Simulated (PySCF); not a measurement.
Isomers of C8H10N2, from PySCF 2.14.0, PBE0-D3(BJ)/def2-SVP geometry optimisation, gas phase. One conformer each, no zero-point energy, no frequencies.

Question: Which is lowest in electronic energy at this level?
A. `[N:1]#[C:2][C@H:3]1[CH2:4][CH2:5][C@H:6]([C:7]#[N:8])[CH2:9][CH2:10]1` with C2–C3–C4–C5 68°, C3–C4–C5–C6 55°, C4–C5–C6–C7 68°, C5–C6–C9–C10 55°: A = 2855, B = 920.3, C = 875.5 MHz, dipole 0.00 D
B. `[CH2:1]=[CH:2][c:3]1[cH:4][n:5][nH:6][c:7]1[CH:8]1[CH2:9][CH2:10]1` with C1–C2–C3–C4 2°, N6–C7–C8–C9 118°: A = 1935, B = 1166, C = 758.2 MHz, dipole 2.95 D
C. `[CH3:1][c:2]1[cH:3][n:4][n:5][cH:6][c:7]1[CH:8]1[CH2:9][CH2:10]1` with C6–C7–C8–C9 -16°: A = 2328, B = 1123, C = 804.2 MHz, dipole 5.24 D

Answer: A. That is `N#C[C@H]1CC[C@H](C#N)CC1`, 24.3 kcal/mol below the next.

```csv
SMILES,mapped SMILES,E (Eh),relative (kcal/mol),relative (kJ/mol),dipole (D)
N#C[C@H]1CC[C@H](C#N)CC1,[N:1]#[C:2][C@H:3]1[CH2:4][CH2:5][C@H:6]([C:7]#[N:8])[CH2:9][CH2:10]1,-419.57416,0.0,0.0,0.00
C=Cc1cn[nH]c1C1CC1,[CH2:1]=[CH:2][c:3]1[cH:4][n:5][nH:6][c:7]1[CH:8]1[CH2:9][CH2:10]1,-419.53540,24.3,101.8,2.95
Cc1cnncc1C1CC1,[CH3:1][c:2]1[cH:3][n:4][n:5][cH:6][c:7]1[CH:8]1[CH2:9][CH2:10]1,-419.53221,26.3,110.1,5.24
```

As drawn, the lowest has a C≡N group, which the highest lacks; the highest has an aromatic ring, a three-membered ring and an N–N linkage, which the lowest lacks.
